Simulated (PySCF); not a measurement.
AuCl, singlet, at a GFN2-xTB geometry (such geometries of metal compounds can be far from the true shape) (core potentials on Au). Base run: DF-B3LYP/def2-SVP run with PySCF.

PySCF was given this input:
```python
from pyscf import gto, scf, dft

mol = gto.Mole()
mol.atom = '''
    Au   -0.00000000   -0.00000000   -0.39608010
    Cl    0.00000000    0.00000000    1.84060754
'''
mol.basis = 'def2-svp'
mol.ecp = {'Au': 'def2-svp'}
mol.verbose = 3
mol.build()

mf = dft.RKS(mol)
mf.xc = 'b3lyp'
mf = mf.density_fit(auxbasis='def2-universal-jkfit')
mf.kernel()
mf.analyze()
```

Each row names what was changed in the base input (with any setting that the change needs).

```
change              basis functions      E (Eh)  HOMO (eV)  HOMO-LUMO gap (eV)  dipole (D)
------------------  ---------------  ----------  ---------  ------------------  ----------
base                             50  -595.85675      -7.66                3.64        3.23
basis = LANL2DZ                  30  -150.41261      -7.95                3.57        3.79
basis = def2-SV(P)               43  -595.85422      -7.65                3.59        3.29
basis = def2-SVPD                62  -595.86531      -7.86                3.65        3.78
basis = def2-TZVP                77  -596.02506      -7.80                3.62        3.68
basis = def2-TZVPD               89  -596.02644      -7.84                3.64        3.70
basis = def2-TZVPP               98  -596.02617      -7.81                3.65        3.64
basis = def2-QZVP               142  -596.04241      -7.84                3.67        3.61
basis = def2-QZVPP              158  -596.04277      -7.84                3.68        3.57
```

Totals compare only among sets that treat the same electrons; sets with core potentials leave the core out.
